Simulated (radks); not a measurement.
All-electron atom: Ho I in [Kr] 4d10 4f11 5s2 5p5 6s2 6p1 (not the ground configuration).

All-electron calculation, scalar-relativistic Kohn-Sham, XLYP, spin-unpolarised, spherical densities, finite nucleus; Fermi nuclear charge, rms radius 5.2022 fm. Program: a radial shooting solver on a logarithmic mesh with Libxc functionals.

Energy parts (hartree):
| part | energy |
|---|---|
| total | -12615.8408 |
| kinetic | 13641.9182 |
| electron-nucleus | -30899.3949 |
| Hartree | 4913.2582 |
| exchange-correlation | -271.6223 |

Orbitals (lengths in bohr, moments of r in powers of bohr; <r^-3> diverges for s and p1/2):
orbital  occ.  eigenvalue (hartree)      <r>  <r^-3>      <r^4>      <r^2>
1s          2             -2039.748  0.02074       -  9.252e-07  0.0005882
2s          2             -341.3822  0.08809       -  0.0001446   0.009168
2p          6             -302.5060  0.07805   13550  0.0001094   0.007439
3s          2             -76.40077   0.2299       -   0.005495    0.06038
3p          6             -64.51799   0.2289    2901   0.005791    0.06070
3d         10             -49.42986   0.2078   386.8   0.004560    0.05071
4s          2             -15.25878   0.5190       -     0.1346     0.3041
4p          6             -11.34941   0.5503   651.9     0.1780     0.3446
4d         10              -6.06704   0.5969   72.76     0.2800     0.4137
5s          2              -2.06691    1.266       -      4.842      1.803
5p          5              -1.14853    1.491   84.55      10.01      2.527
4f         11              -0.33200   0.8294   9.886      2.731     0.9263
6s          2              -0.20383    3.609       -      343.2      14.78
6p          1              -0.07392    5.084   5.896       1520      29.88

The highest occupied level is 6p at -2.011 eV. Summed over all electrons, <r^2> = 93.76 bohr^2, which gives a Langevin (diamagnetic) susceptibility term of -74.3 x 10^-6 cm^3/mol.
